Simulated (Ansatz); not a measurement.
Ansatz (a quantum-chemistry and plane-wave program) input (PBE/def2-SVPD):

Ansatz 0.2 input:
```yaml
crystal:
  periodic: [false, false, false]
  atoms:
    - {symbol: B, position_ang: [-0.92994411, 0.36245407, -0.52356380]}
    - {symbol: F, position_ang: [-2.19740190, 0.25216418, -0.29244463]}
    - {symbol: B, position_ang: [0.54962741, -0.07742270, 0.09558151]}
    - {symbol: F, position_ang: [1.17597794, -1.16277611, -0.34738303]}
    - {symbol: F, position_ang: [1.23271102, 0.75226117, 0.87759560]}
basis:
  gaussian:
    orbitals: def2-SVPD
hamiltonian:
  xc: {name: PBE}
magnetization: {spin_polarized: true, initial_magnetization: 1}
```

Output:

```
Functional definition: PBE
integrals: 0.03 GiB planned
873 factors; their error is unknown
mean field: 0.37 GiB planned
mean field evaluation 1: about -9485.7096 eV, gradient 3.1e1 eV
mean field evaluation 2: about -9476.7674 eV, gradient 6.2e1 eV
mean field evaluation 4: about -9488.8909 eV, gradient 1.4e0 eV
mean field evaluation 8: about -9488.8713 eV, gradient 9.8e-2 eV
mean field evaluation 16: about -9487.2308 eV, gradient 4.0e0 eV
mean field -9488.87138018 eV, -348.7095914335 hartree, gradient 2.4e-5 eV, S^2 0.754376; 0 other end points of the search recorded, 0 dependent functions left out
reference -9488.87142813 eV, -348.7095931958 hartree; 19, 18 occupied and 90, 91 virtual orbitals, 873 factors
Total energy: -9488.87142813 eV, -348.7095931958 hartree
```
